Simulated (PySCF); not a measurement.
# UHF on Ti³⁺ (titanium, charge +3)

Configuration: [Ar] 3d1, 2D determinant. Calculation: PySCF 2.14, in def2-SVP; the non-relativistic Hamiltonian (point nucleus).

```
Total energy                                                  : -846.614922 hartree
One-electron energy                                           : -1135.3615 hartree
Hartree (Coulomb) energy                                      : 328.9277 hartree
Exchange energy                                               : -40.1812 hartree
Kinetic energy                                                : 844.58732 hartree
⟨S²⟩                                                          : 0.7513
⟨L²⟩                                                          : 6.013
Sum of ⟨r⟩                                                    : 12.27 bohr
Sum of ⟨r²⟩                                                   : 13.29 bohr²
Traceless quadrupole moment −½Σ⟨3z² − r²⟩ along its main axis : 0.498 e·bohr²
Density at the nucleus (Gaussians lack the cusp)              : 6700 bohr⁻³
Spin density at the nucleus                                   : 0.0121 bohr⁻³
Langevin diamagnetic susceptibility                           : -10.5 ×10⁻⁶ cm³/mol
Time after the integrals                                      : 0.05 s of wall time on 1 thread of Intel(R) Xeon(R) 6975P-C (shared host)
```

```tsv
shell	electrons	mean orbital energy (hartree)	spread (hartree)	rms radius, mean of both spins (bohr)
1s α	1	-184.65281	0	0.0813
1s β	1	-184.65257	0	0.0813
2s α	1	-22.80679	0	0.353
2s β	1	-22.78583	0	0.353
2p α	3	-19.18439	0.00268	0.321
2p β	3	-19.16321	0.02808	0.321
3s α	1	-4.14507	0	1.08
3s β	1	-4.07260	0	1.08
3p α	3	-3.05679	0.04783	1.17
3p β	3	-2.96763	0.07099	1.17
3d α	1	-1.63665	0	1.37
```
